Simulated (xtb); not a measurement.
Input file for xtb: GFN2-xTB on H2S2Si (SMILES S[Si]S), a point of a torsion scan.

```
$ xtb mol.xyz --gfn 2 --opt vtight --chrg 0 --uhf 0 --input xcontrol
5

S      1.82251479    -0.25807443    -0.26216996
Si    -0.07385510    -1.18925430    -0.69171388
S      0.11591500    -3.31713205    -0.66298888
H      1.55364775     1.13517618    -0.31327815
H      0.57677294    -3.81330737     0.55602834
$constrain
  force constant=1.0
  dihedral: 4,1,2,3,180.0
$end
```

The log:

```
[...]
           -------------------------------------------------
          |                Calculation Setup                |
           -------------------------------------------------



           -------------------------------------------------
          |                 G F N 2 - x T B                 |
           -------------------------------------------------

        Reference                      10.1021/acs.jctc.8b01176
      * Hamiltonian:
        H0-scaling (s, p, d)           1.850000    2.230000    2.230000
        zeta-weighting                 0.500000
      * Dispersion:
        s8                             2.700000
        a1                             0.520000
        a2                             5.000000
        s9                             5.000000
      * Repulsion:
        kExp                           1.500000    1.000000
        rExp                           1.000000
      * Coulomb:
        alpha                          2.000000
        third order                    shell-resolved
        anisotropic                    true
        a3                             3.000000
        a5                             4.000000
        cn-shift                       1.200000
        cn-exp                         4.000000
        max-rad                        5.000000


          ...................................................
          :                      SETUP                      :
          :.................................................:
          :  # basis functions                  32          :
          :  # atomic orbitals                  29          :
          :  # shells                           11          :
          :  # electrons                        18          :
          :  max. iterations                   250          :
          :  Hamiltonian                  GFN2-xTB          :
          :  restarted?                      false          :
          :  GBSA solvation                  false          :
          :  PC potential                    false          :
          :  electronic temp.          300.0000000     K    :
          :  accuracy                    1.0000000          :
          :  -> integral cutoff          0.2500000E+02      :
          :  -> integral neglect         0.1000000E-07      :
          :  -> SCF convergence          0.1000000E-05 Eh   :
          :  -> wf. convergence          0.1000000E-03 e    :
          :  Broyden damping             0.4000000          :
          :  net charge                          0          :
          :  unpaired electrons                  0          :
          ...................................................

 iter      E             dE          RMSdq      gap      omega  full diag
   1     -9.2195009 -0.921950E+01  0.904E+00    2.26       0.0  T
   2     -9.2479608 -0.284599E-01  0.608E+00    1.90       1.0  T
   3     -9.2489366 -0.975780E-03  0.343E+00    2.08       1.0  T
   4     -9.2466895  0.224708E-02  0.197E+00    1.84       1.0  T
   5     -9.2360936  0.105959E-01  0.261E+00    2.30       1.0  T
   6     -9.2518121 -0.157185E-01  0.534E-01    2.10       1.0  T
   7     -9.2523516 -0.539423E-03  0.315E-01    2.09       1.0  T
   8     -9.2526189 -0.267333E-03  0.335E-02    2.05       1.3  T
   9     -9.2526177  0.123034E-05  0.221E-02    2.05       2.0  T
  10     -9.2526191 -0.141249E-05  0.450E-03    2.05       9.9  T
  11     -9.2526191 -0.413849E-08  0.169E-03    2.05      26.4  T
  12     -9.2526191  0.139018E-07  0.263E-03    2.05      17.0  T
  13     -9.2526191 -0.117086E-07  0.940E-04    2.05      47.6  T
  14     -9.2526191 -0.237466E-08  0.357E-04    2.05     125.3  T

   *** convergence criteria satisfied after 14 iterations ***

         #    Occupation            Energy/Eh            Energy/eV
      -------------------------------------------------------------
         1        2.0000           -0.7418610             -20.1871
       ...           ...                  ...                  ...
         3        2.0000           -0.6052259             -16.4690
         4        2.0000           -0.4950773             -13.4717
         5        2.0000           -0.4845007             -13.1839
         6        2.0000           -0.4223457             -11.4926
         7        2.0000           -0.3980530             -10.8316
         8        2.0000           -0.3925765             -10.6826
         9        2.0000           -0.3602900              -9.8040 (HOMO)
        10                         -0.2849280              -7.7533 (LUMO)
        11                         -0.2130548              -5.7975
        12                         -0.1982823              -5.3955
        13                         -0.1847826              -5.0282
        14                         -0.1645257              -4.4770
       ...                                ...                  ...
        29                          0.6407215              17.4349
      -------------------
[...]
509             -11.3730
         7        2.0000           -0.4016972             -10.9307
         8        2.0000           -0.3882296             -10.5643
         9        2.0000           -0.3737163             -10.1693 (HOMO)
        10                         -0.2828253              -7.6961 (LUMO)
        11                         -0.2233882              -6.0787
        12                         -0.2010791              -5.4716
        13                         -0.1615489              -4.3960
        14                         -0.1432771              -3.8988
       ...                                ...                  ...
        29                          0.6744200              18.3519
      -------------------------------------------------------------
                  HL-Gap            0.0908910 Eh            2.4733 eV
             Fermi-level           -0.3282708 Eh           -8.9327 eV

 SCC (total)                   0 d,  0 h,  0 min,  0.003 sec
 SCC setup                      ...        0 min,  0.000 sec (  1.359%)
 Dispersion                     ...        0 min,  0.000 sec (  0.360%)
 classical contributions        ...        0 min,  0.000 sec (  0.146%)
 integral evaluation            ...        0 min,  0.001 sec ( 31.283%)
 iterations                     ...        0 min,  0.001 sec ( 19.134%)
 molecular gradient             ...        0 min,  0.001 sec ( 45.893%)
 printout                       ...        0 min,  0.000 sec (  1.563%)

         :::::::::::::::::::::::::::::::::::::::::::::::::::::
         ::                     SUMMARY                     ::
         :::::::::::::::::::::::::::::::::::::::::::::::::::::
         :: total energy              -9.243137308305 Eh    ::
         :: gradient norm              0.000048501121 Eh/a0 ::
         :: HOMO-LUMO gap              2.473270170850 eV    ::
         ::.................................................::
         :: SCC energy                -9.276000834074 Eh    ::
         :: -> isotropic ES            0.016851384172 Eh    ::
         :: -> anisotropic ES         -0.000436789066 Eh    ::
         :: -> anisotropic XC         -0.000743238963 Eh    ::
         :: -> dispersion             -0.003625786627 Eh    ::
         :: repulsion energy           0.032863525767 Eh    ::
         :: add. restraining           0.000000000002 Eh    ::
         :: total charge              -0.000000000000 e     ::
         :::::::::::::::::::::::::::::::::::::::::::::::::::::

           -------------------------------------------------
          |                Property Printout                |
           -------------------------------------------------

    * Orbital Energies and Occupations

         #    Occupation            Energy/Eh            Energy/eV
      -------------------------------------------------------------
         1        2.0000           -0.7424429             -20.2029
         2        2.0000           -0.7144753             -19.4419
         3        2.0000           -0.6085422             -16.5593
         4        2.0000           -0.5052515             -13.7486
         5        2.0000           -0.4871194             -13.2552
         6        2.0000           -0.4179509             -11.3730
         7        2.0000           -0.4016972             -10.9307
         8        2.0000           -0.3882296             -10.5643
         9        2.0000           -0.3737163             -10.1693 (HOMO)
        10                         -0.2828253              -7.6961 (LUMO)
        11                         -0.2233882              -6.0787
        12                         -0.2010791              -5.4716
        13                         -0.1615489              -4.3960
        14                         -0.1432771              -3.8988
        15                         -0.0797912              -2.1712
        16                         -0.0612387              -1.6664
        17                         -0.0603179              -1.6413
        18                         -0.0280136              -0.7623
        19                         -0.0165023              -0.4491
        20                         -0.0104379              -0.2840
       ...                                ...                  ...
        29                          0.6744200              18.3519
      -------------------------------------------------------------
                  HL-Gap            0.0908910 Eh            2.4733 eV
             Fermi-level           -0.3282708 Eh           -8.9327 eV

     #   Z          covCN         q      C6AA      α(0)
     1  16 S        1.804    -0.402   158.808    21.211
     2  14 Si       1.743     0.464   181.532    28.636
     3  16 S        1.806    -0.386   158.041    21.160
     4   1 H        0.923     0.146     1.420     1.864
     5   1 H        0.923     0.179     1.214     1.723

 Mol. C6AA /au·bohr⁶  :       1655.805834
 Mol. C8AA /au·bohr⁸  :      87755.300603
 Mol. α(0) /au        :         74.593594


Wiberg/Mayer (AO) data.
largest (>0.10) Wiberg bond orders for each atom

 ---------------------------------------------------------------------------
     #   Z sym  total        # sym  WBO       # sym  WBO       # sym  WBO
Note: The following floating-point exceptions are signalling: IEEE_UNDERFLOW_FLAG IEEE_DENORMAL
normal termination of xtb
 ---------------------------------------------------------------------------
     1  16 S    2.201 --     2 Si   1.182     4 H    0.965
     2  14 Si   2.412 --     3 S    1.204     1 S    1.182
     3  16 S    2.204 --     2 Si   1.204     5 H    0.946
     4   1 H    0.979 --     1 S    0.965
     5   1 H    0.968 --     3 S    0.946
 ---------------------------------------------------------------------------

Topologies differ in total number of bonds
Writing topology from bond orders to xtbtopo.mol

molecular dipole:
                 x           y           z       tot (Debye)
 q only:       -0.519       0.833      -0.627
   full:       -0.087       0.826      -0.310       2.252
molecular quadrupole (traceless):
                xx          xy          yy          xz          yz          zz
 q only:       -0.016      -0.669      -5.553      -0.106      -0.988       5.569
  q+dip:        0.252      -2.573      -4.941      -1.759      -2.191       4.689
   full:        0.123      -1.791      -4.537      -2.273      -1.666       4.413

           -------------------------------------------------
          |                Geometry Summary                 |
           -------------------------------------------------

      molecular mass/u    :       94.2309550
   center of mass at/Å    :        0.5224303      -1.6621366      -0.4240808
  moments of inertia/u·Å² :        0.4174971E+02   0.1836087E+03   0.2253584E+03
rotational constants/cm⁻¹ :        0.4037784E+00   0.9181281E-01   0.7480364E-01

 * 3 selected distances

     #   Z          #   Z                                           value/Å
     2  14 Si       3  16 S                                       2.1696412 (max)
     1  16 S        4   1 H                                       1.3243759 (min)
     3  16 S        5   1 H                                       1.3255338

 * 2 distinct bonds (by element types)

   Z      Z             #   av. dist./Å        max./Å        min./Å
   1 H   16 S           2     1.3249548     1.3255338     1.3243759
  14 Si  16 S           1     2.1696412     2.1696412     2.1696412


optimized geometry written to: xtbopt.xyz


           -------------------------------------------------
          | TOTAL ENERGY               -9.243137308305 Eh   |
          | GRADIENT NORM               0.000048501121 Eh/α |
          | HOMO-LUMO GAP               2.473270170850 eV   |
           -------------------------------------------------

------------------------------------------------------------------------
------------------------------------------------------------------------
 total:
 SCF:
 ANC optimizer:
```

The run finished.

Warnings raised: the energy holds the restraint's term.

Cost: roughly 0.11 core-seconds.
